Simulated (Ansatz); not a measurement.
Ansatz (an electronic-structure program) input (RPA@PBE/cc-pVQZ):

Ansatz 0.2 input:
```yaml
crystal:
  periodic: [false, false, false]
  atoms:
    - {symbol: C, position_ang: [-2.33644562, -0.14940499, 0.02358706]}
    - {symbol: C, position_ang: [-0.94417253, 0.32471425, -0.17080488]}
    - {symbol: C, position_ang: [0.10409051, -0.69663651, 0.25708875]}
    - {symbol: C, position_ang: [1.52724300, -0.23258993, 0.11755027]}
    - {symbol: O, position_ang: [1.86415128, 0.85251551, -0.27996505]}
    - {symbol: H, position_ang: [-3.15541657, 0.30913564, -0.51243491]}
    - {symbol: H, position_ang: [-2.57959490, -0.86001202, 0.80274531]}
    - {symbol: H, position_ang: [-0.76904890, 1.25468609, 0.39141814]}
    - {symbol: H, position_ang: [-0.77619698, 0.60505425, -1.21473956]}
    - {symbol: H, position_ang: [-0.03562917, -0.99364503, 1.30479096]}
    - {symbol: H, position_ang: [0.00756673, -1.62907340, -0.31297138]}
    - {symbol: H, position_ang: [2.29081734, -0.98276636, 0.41638456]}
basis:
  gaussian:
    orbitals: cc-pVQZ
hamiltonian:
  xc: pbe
magnetization: {spin_polarized: true, initial_magnetization: 1}
correlation: {method: rpa, electrons: outside_noble_gas}
```

End of the output:

```
integrals: 4.11 GiB planned
2835 factors; integrals over basis functions are off by at most 8.8e-4 eV
mean field: 5.75 GiB planned
mean field evaluation 1: about -6288.3345 eV, gradient 5.5e1 eV
mean field evaluation 2: about -6288.3329 eV, gradient 5.5e1 eV
mean field evaluation 4: about -6299.9342 eV, gradient 2.3e1 eV
mean field evaluation 8: about -6301.9487 eV, gradient 1.5e-1 eV
mean field evaluation 16: about -6301.9490 eV, gradient 2.5e-4 eV
mean field -6301.94903033 eV, -231.5923552502 hartree, gradient 2.3e-6 eV, S^2 0.753706; 1 other end points of the search recorded, 0 dependent functions left out
5 core orbitals not correlated
reference -6269.48256041 eV, -230.3992344871 hartree; 15, 14 occupied and 465, 466 virtual orbitals, 2835 factors
Total energy: -6311.73850738 eV, -231.9521118963 hartree
```

It need not be the lowest isomer of its formula.
